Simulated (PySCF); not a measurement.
**Relaxation of singlet WOF2**

Method: PBE0 in PySCF with W def2-TZVP with ECP60, O def2-TZVP, F def2-TZVP; scalar-relativistic core potentials, no spin–orbit coupling; density-fitted integrals. A (50,194) grid was used.

A hand-made trigonal pyramidal start, of Cs symmetry, held to at least that symmetry:

Coordinates in bohr (charge 0 multiplicity 1):
```
W    -0.3888    0.0774    0.0000
O     0.0000   -3.2447    0.0000
F     1.8821    0.9910   -2.9045
F     1.8821    0.9910    2.9045
```

Optimiser trace:
```
step  E − E(last) (kJ/mol)  largest gradient (Eh/bohr)
   0                256.50                     0.14733
   1                 87.61                     0.07827
   2                 28.39                     0.07256
   3                  9.93                     0.03217
   4                  7.44                     0.04191
   5                  0.95                     0.00726
   6                  0.31                     0.00484
   7                  0.06                     0.00194
   8                  0.00                     0.00055
   9                  0.00                     0.00009
```

It ends at C2v with W–F 1.831 Å (×2), W–O 1.670 Å; F–W–F 133.5°, F–W–O 113.3° (×2). A frequency run shows a minimum.

Final geometry:
Z-matrix (Å, degrees; charge 0 multiplicity 1):
```
W
O  1 1.6699
F  1 1.8310 2 113.27
F  1 1.8310 2 113.27 3 -180.00
```

With an element this heavy the missing spin–orbit coupling can shift these numbers.

The relaxation took 20 s on 4 threads of a shared Arm Neoverse V2 host, with 133 basis functions and 10 gradients; the process peaked at 0.77 GiB.
